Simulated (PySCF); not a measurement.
**Spin–spin coupling constants**

Molfile (atoms numbered from 1):
```
C4H4O3
     RDKit          3D

 11 11  0  0  0  0  0  0  0  0999 V2000
   -1.7207   -1.2033   -1.9607 O   0  0  0  0  0  0  0  0  0  0  0  0
   -0.9331   -0.8248   -1.1582 C   0  0  0  0  0  0  0  0  0  0  0  0
   -0.9071    0.4838   -0.3979 C   0  0  0  0  0  0  0  0  0  0  0  0
    0.3331    0.3969    0.4725 C   0  0  0  0  0  0  0  0  0  0  0  0
    0.9252   -0.9608    0.1607 C   0  0  0  0  0  0  0  0  0  0  0  0
    1.8965   -1.4702    0.6134 O   0  0  0  0  0  0  0  0  0  0  0  0
    0.1463   -1.5875   -0.7821 O   0  0  0  0  0  0  0  0  0  0  0  0
   -1.8486    0.5759    0.1631 H   0  0  0  0  0  0  0  0  0  0  0  0
   -0.8934    1.3068   -1.1271 H   0  0  0  0  0  0  0  0  0  0  0  0
    1.0924    1.1625    0.2561 H   0  0  0  0  0  0  0  0  0  0  0  0
    0.1340    0.4469    1.5528 H   0  0  0  0  0  0  0  0  0  0  0  0
  1  2  2  0
  2  3  1  0
  3  4  1  0
  4  5  1  0
  5  6  2  0
  5  7  1  0
  7  2  1  0
  3  8  1  0
  3  9  1  0
  4 10  1  0
  4 11  1  0
M  END
```

Method: B3LYP/pcJ-1 (without the spin–dipole term)//PBE0-D3(BJ)/def2-SVP, PySCF 2.14; isolated molecule, single conformer, non-relativistic. Couplings are averaged over pairs made equivalent by symmetry, fast rotation or ring inversion, so a value needn't be that of the named pair in this geometry, while other rotamers aren't included; one pair stands for each set, and the list holds those of at least 1.5 Hz over up to four bonds, among pairs with at least one C or H atom (others weren't computed).

Isotopes: 13C, 1H, 17O. Couplings to quadrupolar nuclei such as 17O and 33S are rarely resolved in practice.

| pair | bonds | J (Hz) |
| --- | --- | --- |
| O1, C2 | 1 | 25.4 |
| C2, C3 | 1 | 50.5 |
| C2, O7 | 1 | 33.4 |
| C3, C4 | 1 | 36.8 |
| C3, H8 | 1 | 141.9 |
| C2, C5 | 2 | ? |
| C2, H8 | 2 | -6.9 |
| C3, O7 | 2 | -1.9 |
| C3, H10 | 2 | ? |
| H8, H9 | 2 | ? |
| C2, H10 | 3 | 3.7 |
| H8, H10 | 3 | 6.0 |
| H8, H11 | 3 | ? |

Task: Estimate the withheld couplings, with signs.

Result: 
- 2J(C2,C5) = 10.3 Hz (angle at O7 112°)
- 2J(C3,H10) = -2.4 Hz
- 2J(H8,H9) = -21.9 Hz
- 3J(H8,H11) = 13.5 Hz
